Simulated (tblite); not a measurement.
Start geometry of `C[C+]=[C]C1=NC(C)=CS1` [radical] from a force field or distance geometry (Å):
```
atom  x, y, z in Å
C1     4.128   -0.451    0.200
C2     2.694   -0.157    0.000
C3     1.540    0.067   -0.140
C4     0.141    0.350   -0.332
N5    -0.776   -0.304    0.373
C6    -2.044    0.141    0.007
C7    -3.215   -0.464    0.676
C8    -2.047    1.135   -0.951
S9    -0.446    1.509   -1.429
H10    4.454   -0.103    1.187
H11    4.721    0.050   -0.563
H12    4.308   -1.526    0.137
H13   -4.157   -0.032    0.325
H14   -3.238   -1.545    0.489
H15   -3.165   -0.295    1.762
H16   -2.906    1.634   -1.381
```

What comes out of this run: GFN2-xTB geometry optimisation, gas phase in tblite 0.8.0?

```
atom  x, y, z in Å
C1     4.0967   -0.4172    0.1625
C2     2.7105   -0.1790    0.0192
C3     1.5102    0.0141   -0.0902
C4     0.1683    0.2454   -0.2280
N5    -0.8041   -0.3250    0.3935
C6    -2.0123    0.1121    0.0428
C7    -3.2266   -0.4346    0.6548
C8    -1.9836    1.1234   -0.9492
S9    -0.4334    1.5153   -1.4319
H10    4.4231   -0.0805    1.1509
H11    4.6666    0.1096   -0.6025
H12    4.2974   -1.4900    0.1092
H13   -4.1261    0.0272    0.2598
H14   -3.2623   -1.5153    0.4990
H15   -3.1842   -0.3025    1.7384
H16   -2.8477    1.6059   -1.3672
```

The energy falls by 46.1 kJ/mol over 41 L-BFGS steps, the largest force on an atom goes from 5.39 to 0.009 eV/Å, and the atoms move by 0.067 Å rms after alignment. The bond that changes most is C4–S9 (ends: carbon bonded to C, N and S; sulfur bonded to 2 C), which lengthens by 0.150 Å. Bonds longer at the end by more than 0.005 Å: 3 of 16; shorter: 10. Among the angles that change most is C3–C4–N5, from 120.2° to 128.1°. Rotational constants go from 3210, 747.1, 610.7 to 3199, 756.2, 616.2 MHz. The orientation of the end geometry is arbitrary; only internal coordinates are fixed.

On one thread, Arm Neoverse V2 (aarch64), shared host with 96 logical CPUs at a one-minute load of 52, this took 0.24 s.

GFN2-xTB frequencies show an imaginary mode (22i cm⁻¹), so the point is no minimum at that level.

These are computed values.
